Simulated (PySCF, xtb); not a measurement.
Cd(I)(SeH) (CdHISe), SMILES [SeH][Cd][I]. The values are those of a single conformer.

Harmonic wavenumbers (cm⁻¹) from GFN2-xTB in xtb at its own minimum, in rising order: 34, 140, 165, 221, 476, 2096.

Q: What does PySCF with PBE-D3(BJ)/def2-SVP give at its own minimum? (The exact figures need the calculation; the answer reports its results.)

A: 54, 56, 159, 274, 561, 2348. Paired by order, the mean absolute difference is 83 cm⁻¹ and the zero-point energies are 4.5 and 4.9 kcal/mol.
